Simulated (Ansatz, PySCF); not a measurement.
Process, species as SMILES: OB(O)P [phosphanylboronic acid] -> [O-]B(O)P + H+
Structures are relaxed separately at B3LYP-D3(BJ)/def2-TZVP in Ansatz (a program for electronic structure), one conformer each, not searched for the lowest.
Geometry of the first species:
```xyz
8

O     -0.9983     1.3381     0.3178
B     -0.4900     0.0832     0.1146
O     -1.3400    -0.9763     0.1824
P      1.3505    -0.2649    -0.4092
H     -0.3561     2.0512     0.2737
H     -2.2486    -0.7129     0.3768
H      1.9496     0.6882     0.4541
H      1.5537    -1.3628     0.4590
```

Quantity: gas-phase deprotonation energy (enthalpy at 298 K, with B3LYP-D3(BJ) rigid-rotor harmonic-oscillator terms from PySCF), in kJ/mol. Valence correlation only, unless marked. Spin-orbit coupling is left out. Non-relativistic. Anions need diffuse functions: aug- sets have them; def2-D sets add few; the other sets have none. Basis-set limits of correlation are two-point, X^-3; Hartree-Fock from the larger set.

```tsv
level	program	gas-phase deprotonation energy (kJ/mol)
revPBE-D3(BJ)/def2-TZVPD	Ansatz + dftd3	1452.3
```

Question: Estimate the value at CCSD(T)/CBS(aug-cc-pV(T+d)Z,aug-cc-pV(Q+d)Z) as computed with Ansatz.

Answer: 1457.3 kJ/mol
